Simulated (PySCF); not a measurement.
O2Ti, charge -1, doublet, at a GFN2-xTB geometry (such geometries of metal compounds can be far from the true shape) (the multiplicity is a formal guess). Base run: M062X/6-31G* (PySCF).

Here is a job for PySCF.
```python
from pyscf import gto, scf, dft, solvent

mol = gto.Mole()
mol.atom = '''
    Ti    0.170028   -0.138999    0.171159
    O     0.907791    0.388235   -1.209307
    O    -1.375369   -0.005987    0.738619
'''
mol.basis = '6-31g*'
mol.charge = -1
mol.spin = 1
mol.verbose = 4
mol.build()

mf = dft.UKS(mol)
mf.xc = 'm062x'
mf.kernel()
```

Variants of this job, named by their change:

| change | ΔE vs base (kcal/mol) |
|---|---|
| base | 0.000 |
| model = IEF-PCM; solvent = n-hexane | -28.08 |
| model = IEF-PCM; solvent = chloroform | -48.36 |
| model = IEF-PCM; solvent = tetrahydrofuran; lebedev_order = 11 | -52.75 |
| model = C-PCM; solvent = tetrahydrofuran | -53.84 |
| model = COSMO; solvent = tetrahydrofuran | -50.32 |
| model = IEF-PCM; solvent = tetrahydrofuran | -53.48 |
| model = IEF-PCM; solvent = tetrahydrofuran; vdw_scale = 1.4 | -47.38 |
| model = IEF-PCM; solvent = tetrahydrofuran; vdw_scale = 1.0 | -62.24 |
| model = IEF-PCM; solvent = dimethylsulfoxide | -61.15 |
| model = IEF-PCM; solvent = tetrahydrofuran; r_probe = 0.5 | -44.57 |
| model = SS(V)PE; solvent = tetrahydrofuran | -52.67 |

The base is the gas phase, so ΔE is the electrostatic part of solvation at a fixed geometry, without cavity and dispersion terms.

Open shells are given as the SCF converged; they aren't shown to be the lowest states, and a large step between rows can be another state.

The gas-phase anion may not be bound at this level, which the solvent then changes.
